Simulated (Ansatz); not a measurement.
Reaction (redistribution): `C[O][AlH][SH]` + `C[SiH2]F` → `C[O][AlH2]` + `C[SiH](F)S`

Program: Ansatz. Geometries: PBE0-D4/def2-TZVP. ΔE: electronic, gas phase. CCSD(T)/CBS is the MP2 limit (def2-TZVPP, def2-QZVPP) plus CCSD(T) − MP2 in def2-TZVPP, frozen cores. Functionals use def2-TZVPP. B3LYP here is the variant with VWN-RPA as its local correlation; programs differ in this. Each species was taken in one conformer, which may not be the lowest.

Question: Is it downhill or uphill in electronic energy at CCSD(T)/CBS, and by how much? (Best estimate.)

Answer: The calculation gave: Uphill: ΔE = +0.53 eV.

Question: What do these levels give: revPBE-D4, r2SCAN0-D4, BHLYP-D4, B3LYP, HF/def2-TZVPP, HF/CBS(def2)? (Estimate.)

Answer: The calculation gave: revPBE-D4 0.45, r2SCAN0-D4 0.53, BHLYP-D4 0.54, B3LYP 0.54, HF/def2-TZVPP 0.59, HF/CBS(def2) 0.58 eV.

Largest T1 diagnostic among the species: 0.012.

Leaving LDA and LC-ωPBE aside and taking each functional with its dispersion term where it has one, the values, not all of them listed here, spread over 0.13 eV, from B97M-V to BHLYP-D4. At CCSD(T), def2-SVP lies +0.04 eV from the extrapolated value and def2-TZVPP +0.01 eV. In def2-TZVPP, CCSD(T) changes the Hartree–Fock value by −0.05 eV (the triples alone add −0.01 eV) and MP2 by −0.05 eV.
